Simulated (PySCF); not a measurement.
Bonds (- single, = double, # triple, : aromatic): C1-Si2, Si2-C3, C3-C4, C4-Cl5, C4=C6, C6-C7, C7-Cl8, C7-C3. C1 carries H9, H10, H11; Si2 carries H12, H13; C3 carries H14; C6 carries H15; C7 carries H16. Stereochemistry as in C[SiH2][C@@H]1C(Cl)=C[C@H]1Cl. H12 is pro-R; H13 is pro-S.

- shielding tensors at PBE0/pcSseg-1 (GIAO)
- geometry from GFN2-xTB
- program: PySCF 2.14.0 with density-fitted response routines
- one computed conformer, equivalent nuclei averaged, no solvent model, no relativistic terms

Chemical shifts δ = σref − σ; 13C, 1H, 29Si vs TMS; 35Cl against HCl, all at this level.

| atoms | nucleus | count | δ (ppm) |
| --- | --- | --- | --- |
| H14 | 1H | 1 | ? |
| Si2 | 29Si | 1 | -39.4 |
| H16 | 1H | 1 | 4.33 |
| C1 | 13C | 1 | -7.5 |
| H13 | 1H | 1 | 4.39 |
| H9/H10/H11 | 1H | 3 | ? |
| C6 | 13C | 1 | 139.7 |
| Cl8 | 35Cl | 1 | 160 |
| C7 | 13C | 1 | 57.2 |
| H15 | 1H | 1 | 5.96 |
| C4 | 13C | 1 | 153.4 |
| Cl5 | 35Cl | 1 | 245 |
| C3 | 13C | 1 | ? |
| H12 | 1H | 1 | ? |

Estimate the values marked ?.

## Answers


- C3: 54.0 ppm, allylic sp3 CH bonded to Si
- H12: 3.94 ppm, hydrogen on a silicon bonded to 2 C
- H14: 2.67 ppm, hydrogen on an allylic sp3 CH bonded to Si; allylic position
- H9/H10/H11: 0.37 ppm, hydrogen on a methyl carbon bonded to Si; an electropositive neighbour shields it, as in TMS itself

Carbons that carry Cl, above all several Cl atoms, come out too deshielded, partly because spin–orbit coupling is missing. Shifts are as computed. Against solution values, carbons near 30 ppm lie about +3 ppm off and those near 130 ppm about +5 ppm; carbons on Cl a further +6 ppm. Of 1211 compounds with measured shifts, 218 miss one by over three times the rms of a fit or turn the order of signals round; such compounds aren't used in these exercises.
